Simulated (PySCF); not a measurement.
Dipole response of Pt (platinum, neutral)

[Xe] 4f14 5d9 6s1, high-spin 3D determinant. Computed with PySCF 2.14 in def2-TZVPPD with the def2 core potential (60 electrons), with scalar relativity through the core potential. Coupled (time-dependent) response in atomic units; α is the mean over directions.

| method | mean α (bohr³) | α xx, yy, zz | C₆ (like pair) | S(−4) |
| --- | --- | --- | --- | --- |
| UHF | 50.38 | 50.36, 50.36, 50.41 | 424.6 | 1721 |
| PBE | 35.11 | 35.00, 35.00, 35.33 | 289.6 | 627.0 |
| PBE0 | 36.64 | 36.22, 36.22, 37.48 | 302.6 | 713.6 |
| BP86 | 34.88 | 34.86, 34.86, 34.94 | 288.9 | 603.1 |
| M06-L | 37.83 | 36.44, 36.44, 40.59 | 319.2 | 712.6 |

S(−4) is the Cauchy moment in α(ω) = α(0) + S(−4) ω² + …

Reference α: 48 ± 4 bohr³ (recommended; Schwerdtfeger and Nagle, table of static dipole polarizabilities (2023 update)). Published C₆: 470.0 (Gould and Bucko (2016)).

Spin-orbit coupling is absent.

α(iu) at BP86:

```json
{"u (hartree)": "0", "α(iu) (bohr³)": "34.88"}
{"u (hartree)": "0.0500", "α(iu) (bohr³)": "33.46"}
{"u (hartree)": "0.100", "α(iu) (bohr³)": "29.95"}
{"u (hartree)": "0.200", "α(iu) (bohr³)": "21.99"}
{"u (hartree)": "0.300", "α(iu) (bohr³)": "16.31"}
{"u (hartree)": "0.500", "α(iu) (bohr³)": "10.53"}
{"u (hartree)": "0.750", "α(iu) (bohr³)": "7.459"}
{"u (hartree)": "1.00", "α(iu) (bohr³)": "5.812"}
{"u (hartree)": "1.50", "α(iu) (bohr³)": "3.894"}
{"u (hartree)": "2.00", "α(iu) (bohr³)": "2.763"}
{"u (hartree)": "3.00", "α(iu) (bohr³)": "1.555"}
{"u (hartree)": "5.00", "α(iu) (bohr³)": "0.6664"}
```

A single London oscillator, α(iu) = α/(1 + u²/ω²), gives C₆ = (3/4) ω α². Matching the computed C₆ needs ω = 4 × 288.9 / (3 × 34.88²) = 0.317 hartree.

The components differ because the open shell of this determinant is not spherical; for a pure term their mean is the scalar polarisability.

Energies and moments cover only the electrons outside the core potential. Spin-orbit coupling, absent here, splits the open shell strongly.
